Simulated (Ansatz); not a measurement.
Start from `[CH3][AlH][S][SiH3]` and change one atom or group to get `[CH3][Al]([F])[S][SiH3]`.

Ansatz, PBE0-D4/def2-TZVP geometries, multiplicity 1. Each molecule was computed in one conformer, which needn't be the lowest.

```json
{"property": "size of the dipole moment (PBE/def2-TZVPP) / D", "`[CH3][AlH][S][SiH3]`": "1.58"}
{"property": "HOMO–LUMO gap (B3LYP/def2-TZVPP) / eV", "`[CH3][AlH][S][SiH3]`": "6.05"}
{"property": "HOMO energy (PBE0/def2-TZVPP) / eV", "`[CH3][AlH][S][SiH3]`": "-7.63"}
{"property": "HOMO energy (PBE/def2-TZVPP) / eV", "`[CH3][AlH][S][SiH3]`": "-6.48"}
{"property": "HOMO energy (ωB97M-V/def2-TZVPP) / eV", "`[CH3][AlH][S][SiH3]`": "-9.78"}
{"property": "LUMO energy (PBE/def2-TZVPP) / eV", "`[CH3][AlH][S][SiH3]`": "-1.90"}
```

Problem. Give the same properties after the change, and the shifts. (An estimate is asked.)

Solution. Computed: 
```tsv
property	`[CH3][Al]([F])[S][SiH3]`	shift
size of the dipole moment (PBE/def2-TZVPP) / D	2.29	0.71
HOMO–LUMO gap (B3LYP/def2-TZVPP) / eV	6.71	0.66
HOMO energy (PBE0/def2-TZVPP) / eV	-7.82	-0.19
HOMO energy (PBE/def2-TZVPP) / eV	-6.63	-0.15
HOMO energy (ωB97M-V/def2-TZVPP) / eV	-9.96	-0.18
LUMO energy (PBE/def2-TZVPP) / eV	-1.42	0.48
```

With PBE0 the HOMO falls by 0.19 eV and the LUMO rises by 0.50 eV, so the gap widens by about 0.69 eV. PBE moves the HOMO by -0.15 eV and ωB97M-V by -0.18 eV. Dipoles are sizes alone; their direction can turn.

B3LYP here is the variant with VWN-RPA as its local correlation; programs differ in this.
